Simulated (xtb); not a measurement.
C$_{4}$H$_{14}$OSi$_{2}$, charge +1, doublet, geometry from GFN2-xTB (a state made from the parent by changing its charge; the spin is typed, not shown lowest); GFN1-xTB run with xtb.

The xtb input:
```
$ xtb mol.xyz --gfn 1 --chrg 1 --uhf 1 --hess --json

# file mol.xyz
21

C      2.31256238     1.47377799    -0.10560555
Si     1.60171253    -0.19645022     0.53165561
C      2.17516150    -1.47891052    -0.78269725
O     -0.01612077    -0.09005236     0.39597527
Si    -1.64122099    -0.02424832     0.43879276
C     -2.13381376     1.70988349    -0.23292951
C     -2.27121464    -1.24280502    -0.91002121
H      1.98608715     1.68048117    -1.12014935
H      1.97121535     2.27051280     0.54685704
H      3.39576124     1.43973189    -0.08346275
H      1.90144429    -0.52792171     1.91632573
H      1.75171238    -2.44651593    -0.53482191
H      3.25646879    -1.55360567    -0.76987583
H      1.85231615    -1.19420255    -1.77935349
H     -2.05286756    -0.31794515     1.80309225
H     -1.72994077     1.87780470    -1.22655946
H     -3.21402241     1.79071575    -0.27273684
H     -1.74786666     2.46799850     0.44035947
H     -1.96736964    -2.24903023    -0.64131948
H     -1.86371177    -0.99687902    -1.88576360
H     -3.35331486    -1.20262181    -0.95914992
```

Task: What does xtb print? Leave out banner, timings and long lists.

Result: 
```
   ID    Z sym.   atoms
    1    6 C      1, 3, 6, 7
    2   14 Si     2, 5
    3    8 O      4
    4    1 H      8-21

           -------------------------------------------------
          |                Calculation Setup                |
           -------------------------------------------------

           -------------------------------------------------
          |                 G F N 1 - x T B                 |
           -------------------------------------------------

          ...................................................
          :                      SETUP                      :
          :.................................................:
          :  # basis functions                  68          :
          :  # atomic orbitals                  66          :
          :  # shells                           44          :
          :  # electrons                        43          :
          :  # halogen bonds                     0          :
          :  max. iterations                   250          :
          :  Hamiltonian                  GFN1-xTB          :
          :  restarted?                      false          :
          :  GBSA solvation                  false          :
          :  PC potential                    false          :
          :  electronic temp.          300.0000000     K    :
          :  accuracy                    1.0000000          :
          :  -> integral cutoff          0.2500000E+02      :
          :  -> integral neglect         0.1000000E-07      :
          :  -> SCF convergence          0.1000000E-05 Eh   :
          :  -> wf. convergence          0.2000000E-04 e    :
          :  Broyden damping             0.4000000          :
          :  net charge                          1          :
          :  unpaired electrons                  1          :
          ...................................................

 iter      E             dE          RMSdq      gap      omega  full diag
   1    -24.3512951 -0.243513E+02  0.761E+00    6.96       0.0  T
   2    -24.3733011 -0.220060E-01  0.452E+00    6.91       1.0  T
   3    -24.3726358  0.665228E-03  0.447E-01    7.13       1.0  T
   4    -24.3746866 -0.205080E-02  0.158E-01    7.01       1.0  T
   5    -24.3749582 -0.271587E-03  0.503E-02    7.03       1.0  T
   6    -24.3750019 -0.436994E-04  0.242E-02    7.01       1.0  T
   7    -24.3749839  0.180747E-04  0.251E-02    7.02       1.0  T
[...]
         :: total energy             -24.084902585796 Eh    ::
[...]
       7    268.85    -0.47810 ( 99.88%)    -0.55819 (  0.12%)    -0.47820
   ------------------------------------------------------------------------

   temp. (K)  partition function   enthalpy   heat capacity  entropy
                                   cal/mol     cal/K/mol   cal/K/mol   J/K/mol
 298.15  VIB   329.                 4447.367     31.440     25.818
         ROT  0.305E+06              888.752      2.981     28.074
         INT  0.100E+09             5336.120     34.421     53.892
         TR   0.151E+28             1481.254      4.968     40.579
         TOT                        6817.3736    39.3888    94.4711   395.2669

       T/K    H(0)-H(T)+PV         H(T)/Eh          T*S/Eh         G(T)/Eh
   ------------------------------------------------------------------------
    298.15    0.108642E-01    0.170223E+00    0.448862E-01    0.125337E+00
   ------------------------------------------------------------------------

         :::::::::::::::::::::::::::::::::::::::::::::::::::::
         ::                  THERMODYNAMIC                  ::
         :::::::::::::::::::::::::::::::::::::::::::::::::::::
         :: total free energy         -23.959565677316 Eh   ::
         ::.................................................::
         :: total energy              -24.084902585808 Eh   ::
         :: zero point energy           0.159358976661 Eh   ::
         :: G(RRHO) w/o ZPVE           -0.034022068169 Eh   ::
         :: G(RRHO) contrib.            0.125336908492 Eh   ::
         :::::::::::::::::::::::::::::::::::::::::::::::::::::
imag cut-off (cm-1) :    5.00
 found            6  significant imaginary frequencies
 writing imag mode distorted coords to xtbhess.xyz
 for further optimization.

           -------------------------------------------------
          | TOTAL ENERGY              -24.084902585808 Eh   |
          | TOTAL ENTHALPY            -23.914679432787 Eh   |
          | TOTAL FREE ENERGY         -23.959565677316 Eh   |
          | GRADIENT NORM               0.031360019879 Eh/α |
          | HOMO-LUMO GAP               7.016655701377 eV   |
           -------------------------------------------------
########################################################################
[WARNING] Runtime exception occurred
-1- hessian_numhess: Hessian on incompletely optimized geometry!
########################################################################

normal termination of xtb
```
